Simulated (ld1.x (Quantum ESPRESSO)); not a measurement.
# Configuration tests for Ce (Z = 58) (TM semilocal)

ld1.x (Quantum ESPRESSO) 7.5 input, shortened:

```
&input
   title='Ce', zed=58., rel=0, dft='BP', iswitch=3,
   config='[Xe] 4f1 5d1 6s1 6p0'
 /
 &inputp
   pseudotype=1, tm=.true., lloc=1,
   nlcc=.true., rcore=0.55
 /
4
6S  1  0   1.00   0.00  2.70  2.70  0.0
5D  3  2   1.00   0.00  2.15  2.15  0.0
4F  4  3   1.00   0.00  1.10  1.10  0.0
5P  2  1   6.00   0.00  3.10  3.10  0.0
 &test
   configts(1)='4f1 5p6 5d1 6s1 6p0'
 /
```

Energies are relative to the spin-unpolarised reference configuration 4f1 5p6 5d1 6s1 6p0; without spin polarisation the order of configurations can differ from experiment. Not all tests gave a result: 2 of 7 tests not solved or not reliable. Left out of the table: 4f1 5p5 5d1 6s2 6p0 (solver errors, printed error -11.0 eV); 4f0 5p6 5d2 6s2 6p0 (solver errors, printed error -36.1 eV).

```
valence configuration  charge  ΔE all-electron (eV)  error AE − PS (meV)
  4f1 5p6 5d1 6s2 6p0       0                -5.918                  +16
  4f1 5p6 5d1 6s0 6p0      +2                10.666                 -5.8
  4f1 5p6 5d0 6s0 6p0      +3                30.426                  -13
  4f2 5p6 5d1 6s0 6p0      +1                -3.142                 -173
4f1 5p6 5d1 6s1.5 6p0    +0.5                -3.537                 +4.7
```

Levels in the configuration 4f1 5p6 5d1 6s2 6p0:

```
level  all-electron (eV)  pseudo (eV)
   4f             -9.032       -9.229
   5p            -23.134      -23.259
   5d             -3.816       -3.880
   6s             -3.649       -3.676
```

These tests converged, but a pseudo level misses the all-electron one widely, so the file describes the atom poorly there or has found another state: 4f1 5p6 5d1 6s0 6p0: empty 6p by 6.8 eV; 4f1 5p6 5d0 6s0 6p0: empty 6p by 11.0 eV (a node warning on the way).

Note: ghost state, extra bound levels that the all-electron valence spectrum of the same l lacks: s at -3.8 eV; the semilocal form is local in each channel, so this says nothing of the separable form that plane-wave codes build from it. A true bound ghost makes a file unfit for plane-wave use.
